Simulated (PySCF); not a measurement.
## Germanium: a sound run and one with changed settings

Sound run: Ge⁺ [Ar] 3d10 4s2 4p1, Ge²⁺ [Ar] 3d10 4s2. Computed with PySCF 2.14 in x2c-TZVPall, with the spin-free X2C one-electron Hamiltonian (Gaussian nucleus). In the sound run the correlated levels freeze [Ar] 3d10. The sound run starts from symmetry-adapted Hartree-Fock orbitals and uses a fine grid where one is needed.

Changed run: basis STO-3G, all-electron and non-relativistic. This setting is unsound on purpose.

```tsv
species	method	sound run (hartree)	changed run (hartree)	converged
Ge⁺	UHF	-2096.77574	-2051.47666	yes
Ge⁺	M06-L	-2098.35007	-2052.70443	yes
Ge⁺	M06-2X	-2098.49614	-2052.66047	yes
Ge⁺	MP2	-2096.81237	-2051.49165	yes
Ge⁺	CCSD(T)	-2096.82651	-2051.50273	yes
Ge²⁺	UHF	-2096.21719	-2050.96627	yes
Ge²⁺	M06-L	-2097.78389	-2052.16367	yes
Ge²⁺	M06-2X	-2097.92266	-2052.12168	yes
Ge²⁺	MP2	-2096.24507	-2050.98943	yes
Ge²⁺	CCSD(T)	-2096.25571	-2051.00509	yes
```

Ionisation energy of Ge⁺:

| method | sound run (eV) | changed run (eV) |
| --- | --- | --- |
| UHF | 15.199 | 13.888 |
| M06-L | 15.406 | 14.715 |
| M06-2X | 15.605 | 14.661 |
| MP2 | 15.437 | 13.666 |
| SCS-MP2 | 15.426 | 13.622 |
| CCSD | 15.512 | 13.542 |
| CCSD(T) | 15.532 | 13.542 |

A minimal basis cannot let orbitals breathe on ionisation and holds almost no correlation. The Hamiltonian changed with the basis, so the totals do not compare.

For comparison, NIST gives 15.935 eV between the lowest levels.
